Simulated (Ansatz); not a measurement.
The input (input.yaml):

```yaml
crystal:
  periodic: [false, false, false]
  atoms:
    - { symbol: B, position_ang: [0.103458, -0.298619, -0.177219] }
    - { symbol: Cl, position_ang: [-0.274009, 0.252432, 2.338522] }
    - { symbol: F, position_ang: [1.21266, 0.333706, -0.436722] }
    - { symbol: F, position_ang: [-1.018269, 0.073285, -0.724123] }
    - { symbol: P, position_ang: [0.232931, -2.109742, 0.607941] }
    - { symbol: H, position_ang: [-0.802919, -2.92231, 0.137926] }
    - { symbol: H, position_ang: [1.398805, -2.768223, 0.202541] }
    - { symbol: H, position_ang: [0.062543, -1.39683, 1.997536] }
basis:
  gaussian: { orbitals: def2-SVP }
hamiltonian:
  xc: hf
phonons: {}
```

Launched with:

```bash
$ ansatz run input.yaml --threads 1 --pin off --max-ram 2048MiB --backend cpu --events-out ev --progress --plain --runs-dir out
```

Hardware: 1 thread of Arm Neoverse V1 (shared host).

Roughly how long does this run take, and how much memory?

71 s, with a peak of 0.18 GiB, for 0 ionic steps.
